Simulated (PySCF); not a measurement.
Unrelated species, one level of theory. Computed with TDDFT wB97X-D/def2-SVPD, vertical, gas phase, core orbitals frozen in the response (PySCF 2.14.0, density-fitted response routines). Geometries: PBE0-D3(BJ)/def2-SVP; one conformer of each isolated species. Triplets are in the Tamm–Dancoff approximation. Relativistic effects are left out although some hold elements past zinc.

Question: Rank by computed LUMO energy, lowest first.
A. `F[C@]12CCC[C@H]1CCC2`
B. `O[SiH]1N[SiH2]N[SiH2]N1`
C. `C#CC#CC#C/C=C\F`
D. `[H][Si]([H])([H])Br`

Answer: C (-0.57 eV), D (1.14 eV), B (1.72 eV), A (2.40 eV).

```
                 SMILES  LUMO (eV)  HOMO (eV)  f (S1)  S1 (eV)  first f ≥ 0.01 (nm)  gap (eV)       S1 mainly
        C#CC#CC#C/C=C\F      -0.57      -8.35   0.000     3.52                  337      7.78     H-1→L (52%)
    [H][Si]([H])([H])Br       1.14     -10.37   0.020     6.75                  184     11.50  H-1/H→L (≥94%)
O[SiH]1N[SiH2]N[SiH2]N1       1.72      -9.29   0.006     6.63                  167     11.00     H→L+1 (57%)
   F[C@]12CCC[C@H]1CCC2       2.40     -10.39   0.003     8.92                  138     12.79       H→L (42%)
```

H and L stand for HOMO and LUMO. A slash joins orbitals within 0.01 eV of each other, whose weights are summed (≥ marks a lower bound).
